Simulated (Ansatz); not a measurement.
A nudged elastic band was laid between two geometries of CH4AlFO2 (9 atoms, charge 0, multiplicity 1).

Theory: Ansatz, RKS PBE-D4/6-31G*.

* movable images: 5
* climbing image: yes
* spring: 5.0 eV/Å²
* optimiser: quadratic models (default)
* start path: IDPP
* force threshold: 0.05 eV/Å
* iteration limit: 60
* end points: relaxed

Image 0:

```xyz
9
Properties=species:S:1:pos:R:3
O -0.272 0.900 1.964
Al 1.025 0.270 1.025
O 0.796 -0.332 -0.595
C -0.383 -0.461 -1.286
F -1.505 -0.330 -0.432
H -1.139 0.807 1.525
H 2.503 0.237 1.584
H -0.454 -1.466 -1.744
H -0.484 0.329 -2.058
```

Image 6:

```xyz
9
Properties=species:S:1:pos:R:3
O -0.346 -0.459 2.213
Al 0.453 0.301 0.890
O 0.730 -0.780 -0.608
C -0.060 -0.143 -1.431
F -0.749 0.997 -0.410
H -0.926 -1.225 2.058
H 1.571 1.373 1.229
H -0.974 -0.658 -1.786
H 0.389 0.547 -2.172
```

Q: What changes between the two ends?

A: Bonds formed: Al2–F5. The dihedral O1–Al2–O3–C4 goes from -4 to 114°.

Q: What energy profile does the band end with?

A: The run converged. The highest image is number 3 of 0 to 6, 0.032 eV above the first end and 0.309 eV above the last; the last end lies 0.277 eV below the first. A vibrational analysis at the climbing image gives one clearly imaginary mode, 105i cm⁻¹: a first-order saddle point.

| image | path coordinate (Å) | energy (eV) | Al2–F5 (Å) | dihedral O1–Al2–O3–C4 (°) |
| --- | --- | --- | --- | --- |
| 0 | 0.00 | 0.000 | 2.98 | -4 |
| 1 | 0.69 | 0.000 | 2.99 | 2 |
| 2 | 1.38 | 0.006 | 2.92 | 15 |
| 3 | 2.08 | 0.032 | 2.64 | 44 |
| 4 | 2.71 | -0.067 | 2.15 | 72 |
| 5 | 3.35 | -0.236 | 1.92 | 96 |
| 6 | 3.99 | -0.277 | 1.90 | 114 |

Q: What is the geometry of the highest image?

A: 
```xyz
9
Properties=species:S:1:pos:R:3
O -0.353 -0.133 2.140
Al 0.883 0.256 1.006
O 0.914 -0.287 -0.670
C -0.263 -0.202 -1.359
F -1.178 0.610 -0.609
H -1.219 -0.374 1.762
H 2.195 0.964 1.534
H -0.763 -1.183 -1.487
H -0.127 0.303 -2.334
```

Q: What are the harmonic wavenumbers there?

A: 105i, 111, 121, 221, 380, 465, 550, 631, 656, 750, 847, 926, 1128, 1192, 1206, 1396, 1525, 1965, 2949, 3004, 3721 cm⁻¹.

Run time: 2.1 min on 1 thread of Arm Neoverse V1, on a shared host, peak memory 0.27 GiB.
